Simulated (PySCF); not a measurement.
Species: C4HF5.
SMILES with atom numbers: `[F:1][C:2]1=[C:3]([F:4])[C:5]([F:6])([F:7])[C@@H:8]1[F:9]` (hydrogens: H10 on C8)

Method: PySCF 2.14.0, PBE0-D3(BJ)/def2-SVP geometry optimisation, gas phase.

What internal coordinates does the optimisation give?

```
  bond  length (Å)   order
 F1–C2       1.304  single
 C2=C3       1.341  double
 C3–F4       1.305  single
 C3–C5       1.498  single
 C5–F6       1.337  single
 C5–F7       1.345  single
 C5–C8       1.558  single
 C8–F9       1.357  single
 C2–C8       1.498  single
C8–H10       1.103  single
```

Orders are formal, as drawn. A selection of angles:
```
   angle  degrees
F1–C2–C3    134.7
F1–C2–C8    130.0
C3–C2–C8     95.3
C2–C3–F4    135.5
C2–C3–C5     93.1
F4–C3–C5    131.3
C3–C5–F6    117.3
C3–C5–F7    115.5
C3–C5–C8     86.8
F6–C5–F7    107.7
F6–C5–C8    113.6
F7–C5–C8    115.1
C5–C8–F9    114.1
C2–C8–C5     84.9
C2–C8–F9    115.9
```

Torsions: F1–C2–C3–F4 3° (synperiplanar); C2–C3–C5–F6 114° (anticlinal); C3–C5–C8–F9 117° (anticlinal); F1–C2–C8–C5 -179° (antiperiplanar).

The 4 C–C bonds span 1.341 Å (C2=C3, drawn double) to 1.558 Å (C5–C8, drawn single), a spread of 0.217 Å. The 4-membered ring C2–C3–C5–C8 has internal angles of 84.9° to 95.3°; it is planar, 0.00 Å rms from its mean plane, widest ring torsion 1°. The C–F distances run from 1.304 Å (F1–C2, drawn single) to 1.357 Å (C8–F9, drawn single), a spread of 0.053 Å.

Point group: C1 (no symmetry element, even within 0.4 Å). No PBE0-D3(BJ)/def2-SVP frequencies stand behind this structure, so it isn't proved a minimum.
